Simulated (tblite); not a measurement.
Compound: C₆H₁₀NS (charge +1).
Cartesian coordinates in Å at the GFN2-xTB level; atoms count from 1:
```xyz
18
C6H10NS angstrom
C      1.6901   -1.2197   -0.6817
C      1.4243    0.1208    0.0141
C      0.0721    0.6399   -0.3347
C     -0.2286    1.4222   -1.4065
S     -1.9062    1.7581   -1.5096
C     -2.1621    0.8445   -0.1191
N     -1.0544    0.3210    0.3826
C     -1.0419   -0.4884    1.5761
H      1.6613   -1.1002   -1.7610
H      2.6747   -1.5814   -0.4034
H      0.9588   -1.9726   -0.3993
H      2.1706    0.8435   -0.3163
H      1.5211    0.0041    1.0932
H      0.4576    1.8103   -2.1328
H     -3.1293    0.6967    0.3256
H     -0.5713   -1.4508    1.3757
H     -0.4849    0.0152    2.3678
H     -2.0607   -0.6569    1.9176
```

Calculated harmonic vibrations of the isolated species, GFN2-xTB (tblite), most abundant isotopes, no scaling. The method is semi-empirical: single wavenumbers can be off by several per cent or more. One conformer, not necessarily the lowest.

Harmonic wavenumbers (cm⁻¹): 79.5, 128.1, 139.0, 183.1, 216.6, 307.4, 338.6, 389.1, 460.7, 553.8, 585.4, 662.4, 750.2, 785.7, 786.5, 825.3, 872.2, 932.8, 1003.5, 1052.5, 1059.7, 1070.4, 1083.6, 1110.1, 1141.6, 1188.2, 1224.9, 1297.7, 1368.4, 1397.6, 1413.8, 1432.1, 1434.3, 1454.9, 1472.0, 1485.3, 1491.6, 1550.0, 3008.8, 3009.4, 3015.7, 3028.7, 3048.2, 3058.9, 3062.1, 3073.3, 3141.2, 3175.4.

A = 2856, B = 1402, C = 1024 MHz; mass 128.053 u (most abundant isotopes); point group C1, symmetry number 1.

Q: Zero-point energy?

A: Half the sum of the wavenumbers: 32675 cm⁻¹ = 93.42 kcal/mol.

Q: Give the ideal-gas entropy at 298.15 K and 1 bar in the rigid-rotor, harmonic-oscillator model (classical rotation).

A: Translation 40.48, rotation 28.75, vibration 21.61: S = 90.8 cal/(mol K).

Q: And Cp and H(298.15 K) − H(0)?

A: Cp = 33.89 cal/(mol K), of which vibrations give 25.94 (their classical limit is 48 R = 95.4); H(298.15 K) − H(0) = 6.03 kcal/mol without the zero-point energy, 3.66 from vibrations.

Q: Which modes carry the vibrational entropy at 298.15 K?

A: 79.5 cm⁻¹: 3.90; 128.1 cm⁻¹: 2.97; 139.0 cm⁻¹: 2.82; 183.1 cm⁻¹: 2.30; 216.6 cm⁻¹: 1.99; 307.4 cm⁻¹: 1.38 cal/(mol K); the other 42 give 6.26 together.

Q: What must be added to the electronic energy to get the Gibbs energy at 298.15 K and 1 bar?

A: ZPE + [H(298.15 K) − H(0)] − T·S = 93.42 + 6.03 − 27.09 = 72.36 kcal/mol.

Q: How do the functions run with temperature in this model?

A: 
```csv
T (K),S (cal/(mol K)),Cp (cal/(mol K)),H − H(0) (kcal/mol),G − H(0) (kcal/mol),ln q(vib)
50,56.3,11.0,0.44,-2.37,0.16
100,65.5,16.1,1.13,-5.43,0.85
373.15,99.2,41.1,8.84,-28.19,6.28
500,112.8,51.9,14.76,-41.65,9.01
750,136.9,66.9,29.76,-72.94,14.41
1000,157.6,76.7,47.79,-109.82,19.59
```

q(vib) and H(0) count from the zero-point level.

Hindered rotation and anharmonicity are outside this model. Other conformers, if any are populated, would add a mixing term that is left out. The structure is chiral; the term R ln 2 for an equal mix with its mirror image is left out.
